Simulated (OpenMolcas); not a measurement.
An OpenMolcas run meant for Cu VIII (ANO-L-VQZP, non-relativistic; inactive shells 1s 2s 2p 3s 3p; intended active space 4 electrons in 5 orbitals (3d)). One step of its input:

```
&CASPT2
Multistate=5 1 2 3 4 5
Frozen=2 3
IPEA=0.25
Imaginary=5.0
MaxIter=60
WThr=0.0 0.3 0.05
PrWF=0.5
NoMix
```

The run finished. Its levels beside those of a sound run (SS-CASPT2, IPEA 0.25 Eh, imaginary shift 0.1 Eh (closed shells correlated: 3s 3p)), in cm⁻¹ above each run's lowest level:

| Level | This run | Usual run |
| --- | --- | --- |
| 3d⁴ ⁵D₀ | 0.0 | 0.0 |
| 3d⁴ ⁵D₁ | 392 | 394 |
| 3d⁴ ⁵D₂ | 1128 | 1132 |
| 3d⁴ ⁵D₃ | 2129 | 2134 |
| 3d⁴ ⁵D₄ | 3309 | 3313 |
| 3d⁴ ³P₀ | 34644 | 33826 |
| 3d⁴ ³P₁ | 36464 | 35645 |
| 3d⁴ ³H₄ | 35601 | 35687 |
| 3d⁴ ³H₅ | 36474 | 36584 |
| 3d⁴ ³H₆ | 37376 | 37504 |
| 3d⁴ ³F₃ | 39227 | 38713 |
| 3d⁴ ³F₂ | 39333 | 38796 |
| 3d⁴ ³F₄ | 39637 | 39139 |
| 3d⁴ ³P₂ | 40144 | 39323 |

**Question.** Which setting is unsound, and how much does it matter here?

**Answer.** The level shift is far above the usual 0.1 to 0.3 hartree and damps the second-order energy. Against the sound run the excited levels shown move by 330 cm-1 on average and by 820 cm-1 at most.

CASPT2 breaks the degeneracy within a term, and the mean is taken; among the terms shown or strongly mixed into the levels shown the widest spread is 160 cm-1 (3d⁴ ³G, the sound run). Some high roots are left out of the spin-orbit mixing, which shifts the levels that they would mix with. Only configurations of the active space appear.
